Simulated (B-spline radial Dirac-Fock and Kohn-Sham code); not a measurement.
# Internal conversion coefficients of Yb at 47.4 keV

Z = 70 (ytterbium), transition energy 47.4 keV. The computed values come from a radial B-spline solver: a Dirac-Hartree-Slater potential of the neutral atom with a Latter tail (no hole, which puts coefficients of high multipoles low close above an edge), finite nucleus with surface currents. The K shell is not open to conversion at this energy. Subshells that would emit electrons below 1 keV are left out.

```
subshell  electron energy (keV)      E2    E3      E4      M2      M4
      L1                  36.91   0.380  27.7    1020     116   32400
      L2                  37.42    28.2  1710   51900    10.7    4680
      L3                  38.46    32.1  1830   54200    44.1  234000
      M1                  45.00   0.112  7.71     302    28.5   11700
      M2                  45.23    6.76   454   15700    2.84    1630
      M3                  45.45    7.92   485   15800    11.4   76400
      M4                  45.82  0.0970  22.5    4510   0.164    1370
      M5                  45.87  0.0934  32.4    5230  0.0166    7260
   total                           79.6  4840  160000     226  397000
```

Problem. For a pure E3 transition, what fraction of decays emits a photon?

Solution. 1/(1 + α) = 0.000206 with the total α = 4840; the total includes the outer subshells that are not listed.
